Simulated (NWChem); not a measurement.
# AlHOClF; SMILES [OH][Al]([F])[Cl]

```xyz
5

Al     0.0009     0.4101     0.0000
F      1.4390     1.2294     0.0000
Cl     0.0257    -1.6644     0.0000
O     -1.4746     1.2166     0.0000
H     -1.6031     2.1661     0.0000
```
Atoms are numbered in this order, from 1.

Program: NWChem. Medium grid unless said otherwise, to which SCAN and Minnesota functionals are sensitive. Structure relaxed at the PBE0/def2-SVP level.

Q: Order these by “orbital gap (eV)”, lowest first: RPBE/def2-SVP; B3LYP/def2-SVP; MPW1K/def2-SVP; LC-BLYP (range parameter 0.33 per bohr)/def2-SVP.

A: RPBE/def2-SVP (6.05), B3LYP/def2-SVP (7.85), MPW1K/def2-SVP (10.23), LC-BLYP (range parameter 0.33 per bohr)/def2-SVP (12.40)
